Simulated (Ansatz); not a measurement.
Basis sets compared for the cluster V₂S₃. The state is a singlet with charge 0. Geometry PBE-D4/def2-SVP. Ansatz on 4 threads of Arm Neoverse V2 on a shared host; times are rough, and most runs start from earlier orbitals.

Cartesian coordinates in Å:
```
V 0.7574 -0.3844 -1.5825
V 0.0181 0.0058 -0.1087
S -0.8143 0.3189 2.0636
S -0.6180 1.2110 -2.0841
S 0.6568 -1.1512 1.7117
```

This restricted singlet of an open-shell metal (gap down to 0.46 eV) wasn't tested against broken symmetry. No other spin state of charge 0 was run. Another isomer (singlet) lies 2.66 eV lower at PBE0-D4/def2-TZVP; other spin states weren't run for this one.

Binding counts from free atoms (V quartet, S triplet) in the same basis, without a counterpoise term.

| level | functions | energy (Eh) | HOMO (eV) | LUMO (eV) | binding per atom (eV) | wall time |
| --- | --- | --- | --- | --- | --- | --- |
| PBE-D4/def2-SVP | 116 | -3081.0922 | -4.66 | -4.20 | – | 1.4 s |
| PBE0-D4/def2-SVP | 116 | -3081.1230 | -5.57 | -3.60 | 2.72 | 2.1 s |

Q: Estimate the rows for PBE-D4/def2-TZVP (with forces), PBE0-D4/def2-TZVP.

A: 
```json
{"level": "PBE-D4/def2-TZVP (with forces)", "functions": "201", "energy (Eh)": "-3081.7646", "HOMO (eV)": "-4.94", "LUMO (eV)": "-4.38", "binding per atom (eV)": "–", "wall time": "3 s"}
{"level": "PBE0-D4/def2-TZVP", "functions": "201", "energy (Eh)": "-3081.7892", "HOMO (eV)": "-5.80", "LUMO (eV)": "-3.73", "binding per atom (eV)": "–", "wall time": "7.5 s"}
```
